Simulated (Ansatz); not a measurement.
`CO[SiH2]S[SiH2]OC` + `BN` → `BN[SiH2]OC` + `CO[SiH2]S`  (ligand exchange at the Si–S bond)

Program: Ansatz. Geometries: PBE0-D4/def2-TZVP. ΔE: electronic, gas phase. CCSD(T)/CBS is the MP2 limit (def2-TZVPP, def2-QZVPP) plus CCSD(T) − MP2 in def2-TZVPP, frozen cores. This one scheme is used for every species. DFT in def2-TZVPP. One conformer a species, not always the lowest.

```
         level  ΔE (kJ/mol)
        PBE-D4         31.9
 HF/def2-QZVPP         -2.5
MP2/def2-QZVPP         22.1
CCSD/CBS(def2)         15.6
```

Task: What does CCSD(T)/CBS give? (An estimate is asked.)

Result: Ansatz gave: +19.8 kJ/mol. The listed levels differ from it by 12.1, -22.3, 2.3, -4.2 kJ/mol.

Largest T1 diagnostic among the species: 0.012.

In def2-TZVPP, CCSD(T) changes the Hartree–Fock value by +18.3 kJ/mol (the triples alone add +4.1 kJ/mol) and MP2 by +22.3 kJ/mol. The D4 term adds +14.6 kJ/mol with B3LYP and +8.8 kJ/mol with PBE0; it sums over pairs of atoms, weighted by their polarisabilities, and B3LYP, whose exchange is more repulsive, gets the larger term.

B3LYP here is the variant with VWN-RPA as its local correlation; programs differ in this.
